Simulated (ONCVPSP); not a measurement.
# C (Z = 6), ONCV: configuration errors across variants

| Property | Result |
| --- | --- |
| Element | C |
| Generator | ONCVPSP 4.0.1 |
| Type | optimised norm-conserving Vanderbilt (ONCV) |
| Functional | LDA (Perdew-Wang 92) |
| Relativity | scalar-relativistic |
| Frozen core | none |
| Valence charge | 6 |
| Reference configuration | 1s2 2s1 2p3 |
| Partial waves | 1s+2s: rc 0.45 bohr, ncon 4, nbas 7, qcut 26.7 1/bohr, 3 projectors, debl 1 Ha; 2p: rc 3.10 bohr, ncon 4, nbas 8, qcut 5.5 1/bohr, 3 projectors, debl 3.6 Ha |
| Local potential | polynomial inside 0.30 bohr (lpopt 4, dvloc0 3 Ha) |
| Core correction | none |

All-electron excitation energies from the reference (eV): (1) 1s2 2s2 2p2 -8.241; (2) 1s2 2s2 2p1 2.744; (3) 1s2 2s2 2p0 27.002.

3 further variants failed, have other tests or another functional or relativity, and are left out.

Errors AE − PS in meV (a dash: test not solved or not reliable):

| change | (1) | (2) | (3) | bound ghosts | GHOST(+) flags above zero |
| --- | --- | --- | --- | --- | --- |
| base | -41 | +288 | +1516 | none | s |
| local potential polynomial inside 0.45 bohr (lpopt 5, dvloc0 3 Ha) | -41 | +286 | +1513 | none | none |
| s: qcut 24.2 | -41 | +288 | +1516 | none | s |
| local potential polynomial inside 0.30 bohr (lpopt 4, dvloc0 5 Ha) | -41 | +288 | +1516 | none | s |
| s: debl 4.25 | -41 | +288 | +1516 | none | none |

(1) Give the same row for: p: rc 3.74.

Answers

(1) -82, +310, +2210; bound ghosts: none; GHOST(+) flags above zero: s.
